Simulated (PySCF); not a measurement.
FH7Si3, SMILES [SiH2]([SiH2][SiH3])F. Atoms are numbered in the order given.

```xyz
11

Si    -2.0420    -0.0676     0.1325
Si    -0.0851     1.2271     0.3018
Si     1.6763    -0.2795    -0.1148
F      0.9628    -1.6654    -0.6278
H     -1.9654    -1.2000     1.0994
H     -3.2543     0.7486     0.4369
H     -2.1543    -0.6077    -1.2521
H     -0.0903     2.3315    -0.7042
H      0.0505     1.8231     1.6651
H      2.4529    -0.5993     1.1162
H      2.6081     0.1731    -1.1855
```

Coordinates come from a B3LYP-D3(BJ)/def2-SVP optimisation. One conformer was computed; it need not be the lowest.

Two levels are set side by side: PBE/pcSseg-1 (PySCF) and HF/pcSseg-1 (PySCF). GIAO shifts against CFCl3 (¹⁹F), TMS (²⁹Si), TMS (¹H) at the same level; non-relativistic, no solvent, atoms listed together averaged. Differences are taken from unrounded values.

| quantity | HF | PBE | PBE minus HF |
|---|---|---|---|
| δ(²⁹Si) of Si1 (ppm) | -93.0 | -111.7 | -18.7 |
| δ(²⁹Si) of Si2 (ppm) | -98.2 | -115.1 | -16.9 |
| δ(²⁹Si) of Si3 (ppm) | 0.5 | 15.7 | 15.2 |
| δ(¹⁹F) of F4 (ppm) | -208.0 | -289.0 | -81.0 |
| δ(¹H) of H5, H6, H7 (ppm) | 3.78 | 4.01 | 0.23 |
| δ(¹H) of H8, H9 (ppm) | 3.43 | 3.81 | 0.38 |
| δ(¹H) of H10, H11 (ppm) | 5.32 | 6.22 | 0.90 |

Rough cost on one machine, each run with all the roots and properties that it gave: HF against PBE within a factor of 2.
